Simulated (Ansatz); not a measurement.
CsF, septet, at the geometry of the source list (a higher spin typed on purpose: for a closed-shell molecule this is an excited state) (core potentials on Cs); PBE0/def2-SVP run with Ansatz (a quantum-chemistry and plane-wave program).

Ansatz was given this input:
Ansatz 0.2 input:
```yaml
crystal:
  periodic: [false, false, false]
  atoms:
    - {symbol: Cs, position_ang: [-0.62190000, -0.51290000, -0.84010000]}
    - {symbol: F, position_ang: [0.62190000, 0.51290000, 0.84010000]}
basis:
  gaussian:
    orbitals: def2-SVP
hamiltonian:
  xc: pbe0
magnetization: {spin_polarized: true, initial_magnetization: 6}
```

What the program printed (banner, timings and long lists left out):

```
Functional definition: PBE0
355 factors; integrals over basis functions are off by at most 5.4e-4 eV
mean field evaluation 1: about -3204.0257 eV, gradient 4.7e1 eV
mean field evaluation 2: about -3130.8625 eV, gradient 1.4e2 eV
mean field evaluation 4: about -3204.2883 eV, gradient 6.5e1 eV
mean field evaluation 8: about -3214.0574 eV, gradient 5.3e1 eV
mean field evaluation 16: about -3228.3970 eV, gradient 8.5e0 eV
mean field evaluation 32: about -3229.0877 eV, gradient 4.6e-5 eV
mean field evaluation 64: about -3228.9130 eV, gradient 2.7e-1 eV
mean field evaluation 96: about -3229.0820 eV, gradient 7.5e-2 eV
mean field evaluation 128: about -3229.0325 eV, gradient 5.0e-1 eV
mean field evaluation 160: about -3229.0181 eV, gradient 1.6e0 eV
mean field evaluation 192: about -3228.0635 eV, gradient 3.0e0 eV
mean field evaluation 224: about -3228.4311 eV, gradient 1.4e-1 eV
mean field -3229.08773707 eV, -118.6667855830 hartree, gradient 9.1e-6 eV, S^2 12.004236; 14 other end points of the search recorded, 0 dependent functions left out
reference -3229.08777333 eV, -118.6667869155 hartree; 12, 6 occupied and 26, 32 virtual orbitals, 355 factors
Total energy: -3229.08777333 eV, -118.6667869155 hartree
```
